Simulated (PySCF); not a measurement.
Molecule: `C[C@H]1CCN=C1C(F)F`, C$_{6}$H$_{9}$F$_{2}$N.

Geometry (Å), atoms numbered from 1 in this order:
```xyz
18

C    -0.7108   -1.6777   -0.1265
C    -0.2810   -0.2961   -0.6132
C    -1.3651    0.7883   -0.4654
C    -0.6711    1.9167    0.3349
N     0.6348    1.4392    0.7053
C     0.8339    0.2934    0.2182
C     2.1332   -0.4177    0.4575
F     2.5955   -0.9803   -0.6880
F     1.9799   -1.4394    1.3383
H    -0.9942   -1.6411    0.9235
H     0.0996   -2.3933   -0.2403
H    -1.5606   -2.0264   -0.7088
H     0.0669   -0.3802   -1.6489
H    -2.2191    0.3977    0.0861
H    -1.7155    1.1469   -1.4308
H    -1.2064    2.1897    1.2464
H    -0.5338    2.8281   -0.2518
H     2.9053    0.2585    0.8519
```

Frames of a GFN2-xTB Langevin trajectory at 200 K; GIAO PBE0/pcSseg-1 shieldings in PySCF, gas phase, non-relativistic; equivalent atoms averaged within each frame.

Referencing at the same level of theory: TMS for $^{13}$C (186.93 ppm) and $^{1}$H (31.72 ppm); NH3 for $^{15}$N (267.73 ppm); $^{19}$F (170.95 ppm) vs CFCl3. The references are static minima.

Task: How do the shifts (ppm) fluctuate along the trajectory?

Result: 
```
         time (fs)     C6     C7    C4    C2    C3    C1     N5      F9      F8   H18
               250  184.1  119.0  66.5  40.1  37.0  20.0  394.4  -141.1  -145.1  6.87
               425  177.1  118.3  66.8  44.8  39.3  18.2  395.1  -128.8  -148.7  5.87
               625  182.5  123.9  59.0  51.6  33.2  21.4  440.5   -98.2  -141.3  7.30
               800  188.0  119.5  63.3  51.4  29.5  21.6  420.0  -130.5  -152.1  6.15
              1000  182.2  122.5  71.8  49.9  28.5  17.7  375.5  -118.2  -145.4  7.35
    mean of frames  182.8  120.6  65.5  47.5  33.5  19.8  405.1  -123.4  -146.5  6.71
standard deviation    3.9    2.4   4.7   5.0   4.7   1.8   25.3    16.3     4.1  0.67
```

5 frames give an uncertainty of the mean of about the standard deviation over 2.2 at best, since frames this close in time may not be independent; classical motion lacks zero-point vibration, and the reference would need the same averaging.
